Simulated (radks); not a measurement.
Values are calculated unless marked as measured or tabulated.
Q: Orbital eigenvalues (eV) of neutral thallium, [Hg] 6p1, of relativity; Dirac values are averaged over j with weights 2j + 1. Spin-unpolarised spherical Kohn-Sham, PBE, point nucleus unless stated (finite: rms radius 5.4759 fm), a radial shooting solver on a logarithmic mesh with Libxc functionals. A level marked "c x" has the speed of light scaled by that factor and shares open shells by 2j + 1; other Dirac levels either fill j = l - 1/2 first or share by 2j + 1.

| shell | non-rel. |
|---|---|
| 3s | -3063.4 |
| 3p | -2833.1 |
| 3d | -2403.5 |
| 4s | -667.08 |
| 4p | -566.58 |
| 4d | -381.30 |
| 4f | -131.20 |
| 5s | -103.64 |
| 5p | -70.618 |
| 5d | -18.241 |
| 6s | -7.4912 |
| 6p | -2.5796 |

Give the values at the level "Dirac, c x 1.25".

A: 
shell  Dirac, c x 1.25  change of magnitude (%)
3s             -3395.8                   +10.85
3p             -2962.2                    +4.56
3d             -2391.5                    -0.50
4s             -750.53                   +12.51
4p             -596.64                    +5.31
4d             -376.95                    -1.14
4f             -120.10                    -8.46
5s             -119.21                   +15.03
5p             -74.549                    +5.57
5d             -16.500                    -9.55
6s             -8.6078                   +14.91
6p             -2.4813                    -3.81
